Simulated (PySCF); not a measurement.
One of the candidates below gave these computed data.

All candidates are C7H5FO2.

* NMR, other nuclei: isotropic shieldings of nuclei other than C and H, by class: -81 (1 O), 127 (1 O), 275 (1 F) ppm [GIAO PBE0/pcSseg-1]
* 13C NMR: chemical shifts (computed TMS as zero) by class: 173.6 (1 C), 169.6 (1 C), 141.5 (1 C), 141.4 (1 C), 128.8 (1 C), 123.0 (1 C), 121.0 (1 C) ppm [GIAO PBE0/pcSseg-1]
* Rotational structure: rotational constants A, B, C: 2.317, 1.225, 0.801 GHz [GFN2-xTB]
* 1H NMR: chemical shifts (computed TMS as zero) by class: 8.68 (1 H), 7.84 (1 H), 7.53 (1 H), 7.44 (1 H), 6.67 (1 H) ppm [GIAO PBE0/pcSseg-1]
* Dipole: 1.89 D [PBE0/pcSseg-1]

Gas-phase values; electronic properties from PySCF, density fitting. Levels stand in brackets. One conformer (not necessarily the lowest) at the GFN2-xTB geometry, without solvent, vibrations or thermal averaging. NMR values are class means; diastereotopic atoms form classes of their own.

Question: Which candidate is it?
A. `O=C(O)c1ccccc1F`
B. `O=COc1cccc(F)c1`
C. `C=Cc1coc(C(=O)F)c1`

Answer: A. It is `O=C(O)c1ccccc1F`. Numbering: `[O:1]=[C:2]([OH:3])[c:4]1[cH:5][cH:6][cH:7][cH:8][c:9]1[F:10]`. Its formula, C7H5FO2, gives 5 degrees of unsaturation: 1 ring and 4 π bonds in the structure found (Kekulé form). 7 carbons fall into 7 classes; from least to most shielded: aromatic C–F carbon [C9] (173.6 ppm), carboxylic acid carbon [C2] (169.6 ppm), aromatic CH carbon [C7] (141.5 ppm), aromatic CH carbon [C5] (141.4 ppm), aromatic CH carbon [C6] (128.8 ppm), aromatic CH carbon [C8] (123.0 ppm), substituted aromatic carbon [C4] (121.0 ppm). Hydrogen classes from least to most shielded: 1 H on an aromatic CH carbon, C5 (8.68 ppm), 1 H on an aromatic CH carbon, C7 (7.84 ppm), 1 H on an aromatic CH carbon, C6 (7.53 ppm), 1 H on an aromatic CH carbon, C8 (7.44 ppm), 1 H on an acid hydroxyl oxygen, O3 (6.67 ppm). The other shieldings belong to: -81 ppm, acid carbonyl oxygen [O1]; 127 ppm, acid hydroxyl oxygen [O3]; 275 ppm, aryl fluorine [F10]. The optimised geometry has point group Cs and is an asymmetric top.

The others, at the same levels:
- `O=COc1cccc(F)c1` fails: its computed 13C shifts are 172.9 (1 C), 162.7 (1 C), 159.5 (1 C), 136.2 (1 C), 121.8 (1 C), 119.0 (1 C), 113.1 (1 C) ppm, 1H shifts are 8.71 (1 H), 8.34 (1 H), 7.70 (1 H), 7.25 (1 H), 7.13 (1 H) ppm and rotational constant A is 3.387 GHz (against 2.317 GHz).
- `C=Cc1coc(C(=O)F)c1` fails: its computed 13C shifts are 155.7 (1 C), 154.3 (1 C), 146.5 (1 C), 134.8 (1 C), 132.3 (1 C), 128.8 (1 C), 122.5 (1 C) ppm, 1H shifts are 7.98 (1 H), 7.74 (1 H), 6.81 (1 H), 6.15 (1 H), 5.71 (1 H) ppm and rotational constant A is 3.266 GHz (against 2.317 GHz).

Each candidate is one conformer, not necessarily the lowest. Dipoles, sizes and rotational constants follow the conformer. The torsions of the flexible species, by atom-mapped SMILES:
- `[O:1]=[C:2]([OH:3])[c:4]1[cH:5][cH:6][cH:7][cH:8][c:9]1[F:10]`: O1–C2–C4–C5 0°, H–O3–C2–O1 0°
- `[O:1]=[CH:2][O:3][c:4]1[cH:5][cH:6][cH:7][c:8]([F:9])[cH:10]1`: O1–C2–O3–C4 1°, C2–O3–C4–C5 20°
- `[CH2:1]=[CH:2][c:3]1[cH:4][o:5][c:6]([C:7](=[O:8])[F:9])[cH:10]1`: C1–C2–C3–C4 180°, O5–C6–C7–O8 0°
